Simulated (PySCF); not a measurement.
Compound: BClH4N2.
SMILES: `NB(N)Cl`

A linear-response calculation (PySCF, def2-SVPD basis, gas phase, vertical, core orbitals frozen in the response) gave these numbers; the functional is withheld.

Orbital energies (eV): HOMO-3 -11.67, HOMO-2 -10.07, HOMO-1 -9.69, HOMO -8.89, LUMO 0.61, LUMO+1 2.05, LUMO+2 2.21.

```json
{"state": "S1", "E (eV)": "6.32", "f": "0.0000", "main configurations (H = HOMO, L = LUMO)": "H→L (93%)"}
{"state": "S2", "E (eV)": "7.27", "f": "0.024", "main configurations (H = HOMO, L = LUMO)": "H-1→L (62%), H→L+1 (30%)"}
{"state": "S3", "E (eV)": "7.86", "f": "0.0000", "main configurations (H = HOMO, L = LUMO)": "H→L+3 (60%), H→L+2 (31%)"}
{"state": "S4", "E (eV)": "7.98", "f": "0.043", "main configurations (H = HOMO, L = LUMO)": "H→L+1 (55%), H-1→L (33%)"}
{"state": "S5", "E (eV)": "7.99", "f": "0.0094", "main configurations (H = HOMO, L = LUMO)": "H-2→L (79%), H→L+4 (8%), H-2→L+2 (8%)"}
{"state": "S6", "E (eV)": "8.24", "f": "0.329", "main configurations (H = HOMO, L = LUMO)": "H→L+4 (75%), H→L+6 (11%), H-2→L (10%)"}
```

Triplets (Tamm–Dancoff): T1 6.09 eV, H→L (89%); T2 6.94 eV, H→L+4 (57%), H→L+6 (39%); T3 6.97 eV, H-1→L (48%), H→L+1 (38%); T4 7.71 eV, H→L+3 (61%), H→L+2 (27%).

Vertical ionisation energy by ΔSCF with the same functional: 9.86 eV. Mean static polarisability: 45.8 au.

Question: Name the functional.
A. PBE
B. HF
C. B3LYP
D. CAM-B3LYP

Answer: D. CAM-B3LYP is range-separated, 19% exact exchange at short range and 65% at long range (ω = 0.33 bohr⁻¹). In this run −ε(HOMO) = 8.89 eV differs from the ΔSCF value by -0.97 eV, and S1 differs from the orbital gap of 9.50 eV by -3.18 eV. The ratio −ε(HOMO)/IP is 0.90. Usual ranges for neutral molecules in this basis: 0.85 to 0.93 with CAM-B3LYP, 0.5 to 0.7 with PBE, 0.67 to 0.83 with B3LYP; Hartree–Fock can't fall below 1, since the ion's relaxation only lowers the ΔSCF value.

Method used: TDDFT CAM-B3LYP/def2-SVPD, vertical, gas phase, core orbitals frozen in the response in PySCF 2.14.0, density-fitted response routines. Geometry: PBE0-D3(BJ)/def2-SVP; no solvent, vibrations or thermal averaging.

Shape of the structure used: `[NH2:1][B:2]([NH2:3])[Cl:4]`: H–N1–B2–N3 0°, H–N1–B2–N3 180°, H–N3–B2–N1 180°, H–N3–B2–N1 0°.
